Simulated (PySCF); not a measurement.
# The second ionisation energy along the 4p block

Calculated with PySCF 2.14 from differences of total energies of unrestricted determinants, without spin-orbit coupling. Values in eV. The last column holds reference values (NIST; (s) semi-empirical, (t) theoretical, else measured). Unmarked ones compare directly (S terms, centres of terms, or small fine structure); those marked * lie between the lowest fine-structure levels and include a spin-orbit shift.

```
                           element                         configurations     UHF  MP2 (valence)  SCS-MP2 (valence)  CCSD (valence)  CCSD(T) (valence)    BP86        reference
Ge (cc-pVTZ-PP with ECP10MDF, ECP)      [Ar] 3d10 4s2 4p1 → [Ar] 3d10 4s2  15.246         15.482             15.469          15.554             15.576  15.828           15.789
Se (cc-pVTZ-PP with ECP10MDF, ECP)  [Ar] 3d10 4s2 4p3 → [Ar] 3d10 4s2 4p2  20.840         21.345             21.194          21.310             21.338  21.317  21.196 ± 0.01 *
Kr (cc-pVTZ-PP with ECP10MDF, ECP)  [Ar] 3d10 4s2 4p5 → [Ar] 3d10 4s2 4p4  23.269         24.089             24.086          24.092             24.120  24.435         24.360 *
```

"Valence" correlates the outer s and p shells and, in groups 3 to 12 and the f block, the outer d or f shell, open or full, or the next shell where the ion has no valence electron left; the wider scheme adds the next inner shell.
